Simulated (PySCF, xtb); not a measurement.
Stepwise substitution at one centre (Si NH2-C2H5). Isolated molecules, 0 K electronic values unless said otherwise. One relaxed conformer stands for each flexible species; it need not be the lowest. Strings in code marks are SMILES.

Quantity: redistribution energy (mixed species minus the weighted end members), in kJ/mol.

Level 1: B3LYP-D3(BJ)/def2-TZVP // B3LYP-D3(BJ)/def2-SVP (PySCF)
Level 2: PBE-D3(BJ)/def2-TZVP // B3LYP-D3(BJ)/def2-SVP (PySCF)
Level 3: HF/3-21G // B3LYP-D3(BJ)/def2-SVP (PySCF)
Level 4: GFN2-xTB (xtb)

| species | level 1 | level 2 | level 3 | level 4 |
|---|---|---|---|---|
| 1 of 4 NH2 replaced by C2H5: `C([Si](N)(N)N)C` | 3.97 | 3.96 | -3.60 | -1.80 |
| 3 of 4 NH2 replaced by C2H5: `C([Si](CC)(N)CC)C` | 7.60 | 7.38 | 3.64 | -1.87 |
| 2 of 4 NH2 replaced by C2H5: `CC[Si](N)(N)CC` | 4.93 | 4.69 | -4.43 | -4.27 |
